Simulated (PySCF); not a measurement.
Frontier orbitals and the lowest excitations

Compound: SnH4.
Cartesian coordinates in Å at the PBE0-D3(BJ)/def2-SVP level; atoms count from 1:
```xyz
5
SnH4 angstrom
Sn     0.000    0.000    0.000
H      0.011   -0.020    1.711
H      1.609    0.011   -0.580
H     -0.814    1.401   -0.550
H     -0.806   -1.393   -0.582
```

Method used: PySCF, TDDFT wB97X-D/def2-SVPD, vertical, gas phase, core orbitals frozen in the response, def2 core potentials past Kr. Spin–orbit coupling is left out.

Frontier orbitals with the atoms that hold most of them (Löwdin shares over 4%, at most four atoms; ? is withheld):

```json
{"orbital": "HOMO-3", "ε (eV)": "-16.74", "atoms": "Sn1 46%, H3 14%, H5 14%, H4 14%"}
{"orbital": "HOMO-2", "ε (eV)": "-11.02", "atoms": "Sn1 43%, H2 21%, H4 19%, H5 9%"}
{"orbital": "HOMO-1", "ε (eV)": "-11.02", "atoms": "Sn1 43%, H5 30%, H4 22%"}
{"orbital": "HOMO", "ε (eV)": "-11.02", "atoms": "Sn1 43%, H3 33%, H2 18%, H5 4%"}
{"orbital": "LUMO", "ε (eV)": "?", "atoms": "?"}
{"orbital": "LUMO+1", "ε (eV)": "2.27", "atoms": "Sn1 63%, H3 10%, H2 9%, H5 9%"}
{"orbital": "LUMO+2", "ε (eV)": "2.27", "atoms": "Sn1 63%, H4 9%, H5 9%, H3 9%"}
```

Question: Give the leading atoms of the LUMO.

Answer: Sn1 (bonded to 4 H) 64%; H2 (bonded to Sn) 9%; H4 (bonded to Sn) 9%; H5 (bonded to Sn) 9%. By element: tin 64%, hydrogen 27% or more.

Question: What is the LUMO energy, and the HOMO–LUMO gap?

Answer: ε(LUMO) = 1.34 eV; the gap is 12.36 eV (0.4542 hartree).

Within 0.005 eV of a neighbour in this list lie HOMO-2/HOMO-1/HOMO and LUMO+1/LUMO+2 (point group found: Td); within a degenerate set the shares of single atoms can hang on how the components are chosen.

Question: How does S1 compare with the orbital gap of 12.36 eV?

Answer: S1 is at 8.24 eV (f = 0.182), 4.12 eV below the gap, made of HOMO-2/HOMO-1/HOMO→LUMO (≥93%). S1/S2/S3 lie within about 0.01 eV of each other. Without the coupling terms of the response equations the lowest excitation would equal the gap.

Next come S2 at 8.24 eV (f 0.182), HOMO-2/HOMO-1/HOMO→LUMO (≥94%); S3 at 8.24 eV (f 0.182), HOMO-2/HOMO-1/HOMO→LUMO (≥93%); S4 at 8.38 eV (f 0.0000), HOMO-2/HOMO-1/HOMO→LUMO+1/LUMO+2 (≥86%); S5 at 8.38 eV (f 0.0000), HOMO-2/HOMO-1/HOMO→LUMO+3 (≥48%), HOMO-2/HOMO-1/HOMO→LUMO+1/LUMO+2 (≥43%).

Orbitals of the list HOMO-3 to LUMO+2 that lie within 0.01 eV of each other are written together with a slash and their weights summed (≥ marks a lower bound); for degenerate orbitals outside that list single weights are arbitrary.

The run took 6.4 s of wall time on one thread of an Arm Neoverse V1, no GPU (shared host).
